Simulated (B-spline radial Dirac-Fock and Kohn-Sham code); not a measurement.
X-ray form factors of cobalt in several charge states

Method: Dirac-Fock densities. Computed with a radial finite-basis atomic code.

Configurations: Co¹⁰⁺ [Ne] 3s2 3p5; Co¹¹⁺ [Ne] 3s2 3p4; Co¹⁴⁺ [Ne] 3s2 3p1; Co¹⁵⁺ [Ne] 3s2; Co¹⁷⁺ [He] 2s2 2p6. The first column is f₀ of Co¹⁰⁺, the others are differences from it.

```csv
s (Å⁻¹),Co¹⁰⁺,Δ Co¹¹⁺,Δ Co¹⁴⁺,Δ Co¹⁵⁺,Δ Co¹⁷⁺
0,17.000,-1.000,-4.000,-5.000,-7.000
0.05,16.918,-0.987,-3.955,-4.945,-6.927
0.1,16.676,-0.950,-3.821,-4.784,-6.714
0.15,16.287,-0.891,-3.608,-4.525,-6.371
0.2,15.768,-0.815,-3.327,-4.185,-5.917
0.25,15.146,-0.725,-2.996,-3.781,-5.377
0.3,14.447,-0.627,-2.631,-3.336,-4.777
0.35,13.699,-0.526,-2.251,-2.869,-4.145
0.4,12.930,-0.427,-1.872,-2.403,-3.507
0.45,12.165,-0.335,-1.510,-1.954,-2.887
0.5,11.423,-0.251,-1.175,-1.537,-2.305
0.6,10.071,-0.118,-0.619,-0.837,-1.306
0.7,8.946,-0.031,-0.233,-0.340,-0.574
0.8,8.055,+0.015,-0.005,-0.038,-0.108
0.9,7.367,+0.031,+0.099,+0.108,+0.136
1,6.831,+0.030,+0.120,+0.146,+0.217
1.1,6.396,+0.020,+0.092,+0.119,+0.194
1.2,6.020,+0.007,+0.044,+0.062,+0.118
1.4,5.343,-0.016,-0.054,-0.062,-0.069
1.6,4.695,-0.028,-0.114,-0.143,-0.201
```
